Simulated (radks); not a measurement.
Neutral silver inside a hard spherical wall (all orbitals vanish at R), configuration held at [Kr] 4d10 5s1 and not refilled when levels cross. Calculated with a radial shooting solver on a logarithmic mesh with Libxc functionals: scalar-relativistic Kohn-Sham, PBE, spin-unpolarised, spherical densities, point nucleus. Eigenvalues in eV, with the zero of energy where the potential of the charges vanishes at infinity; a dash marks a level that is unbound or too diffuse for the functional's potential to be trusted. A positive occupied level is held by the wall or, in an anion where self-interaction has pushed it up, behind a barrier. The pressure on the wall is -dE/dV.

R (bohr),E (hartree),kinetic (hartree),e(4s),e(4p),e(4d),e(5s),"e(5p, empty)","e(6s, empty)",pressure (GPa)
free,-5316.03488,5522.844,-95.052,-58.567,-7.444,-4.405,-,-,0
20,-5316.03488,5522.844,-95.052,-58.567,-7.444,-4.405,-0.735,-,< 0.0001
15,-5316.03488,5522.844,-95.052,-58.567,-7.443,-4.405,-0.721,0.407,< 0.0001
12,-5316.03485,5522.844,-95.048,-58.563,-7.440,-4.401,-0.661,0.977,0.000554
8,-5316.03238,5522.863,-94.907,-58.422,-7.302,-4.244,-0.044,4.477,0.0992
6,-5316.01201,5522.979,-94.291,-57.809,-6.720,-3.440,1.685,11.998,1.71
5,-5315.95951,5523.239,-93.236,-56.769,-5.749,-1.930,4.232,21.651,8.79
4,-5315.75077,5524.174,-90.358,-53.971,-3.119,2.561,10.784,43.578,59.1
3.5,-5315.43752,5525.491,-87.210,-50.945,-0.184,8.005,18.106,65.665,178
3,-5314.67717,5528.553,-81.556,-45.538,5.338,19.118,32.268,104.71,614
1.5,-5276.33602,5660.495,16.555,57.881,124.92,315.99,353.31,781.71,123000
